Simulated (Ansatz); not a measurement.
This geometry of ClFHInS (5 atoms, charge 0, multiplicity 1) is a first-order saddle point.

The calculation used Ansatz 0.2.0, RKS B3LYP-D4/def2-SVP.

```xyz
5
Properties=species:S:1:pos:R:3
F -1.592 -0.237 1.630
In -0.087 -0.400 0.386
S 1.080 1.553 -0.420
Cl 0.404 -2.630 -0.152
H 0.245 1.640 -1.485
```

Problem. Which two structures does it join? (They come from a converged band through this point; their orientation in space is the band's.)

Solution. No bond is made or broken. The dihedral Cl4–In2–S3–H5 goes from 0 to 180°.

Initial state:

```xyz
5
Properties=species:S:1:pos:R:3
F -1.576 -0.465 1.870
In -0.298 -0.326 0.395
S 0.201 1.811 -0.561
Cl 0.646 -2.356 -0.307
H 1.076 1.262 -1.439
```

Final state:

```xyz
5
Properties=species:S:1:pos:R:3
F -1.348 -0.118 1.551
In -0.045 -0.545 0.151
S 0.841 1.241 -1.174
Cl 0.503 -2.810 -0.066
H 0.100 2.158 -0.503
```

Problem. How far does it lie above each of them?

Solution. 0.150 eV above the first and 0.152 eV above the second. This is the barrier of this one path; another mechanism may lie lower.

The run took 4.9 min on 1 thread of Intel(R) Xeon(R) 6975P-C (Granite Rapids), on a shared host, peak memory 0.2 GiB.
